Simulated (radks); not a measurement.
The mean radii <r> (bohr) of the occupied orbitals of an atom or ion are listed with their occupations. Method: Dirac Kohn-Sham, PBE, spin-unpolarised, spherical densities, finite nucleus; Fermi nuclear charge, rms radius of each element as measured or else 0.836 A^(1/3) + 0.57 fm; computed with a radial shooting solver on a logarithmic mesh with Libxc functionals.

| orbital | occ. | <r> |
|---|---|---|
| 1s1/2 | 2 | 0.02305 |
| 5d3/2 | 1 | 0.5745 |

Name the element and its charge. Open shells, if any, fill j = l - 1/2 first.

Answer. Z = 61, promethium, charge +58: Pm58+ in [He] 5d1. The 1s radius gives Z: for a bare nucleus <r> = (2 gamma + 1)/(2Z) with gamma = sqrt(1 - (Z/c)^2), 0.02288 bohr for Z = 61, and screening makes it slightly larger (0.02305 here). The occupations add up to 3, and the charge is Z minus that.
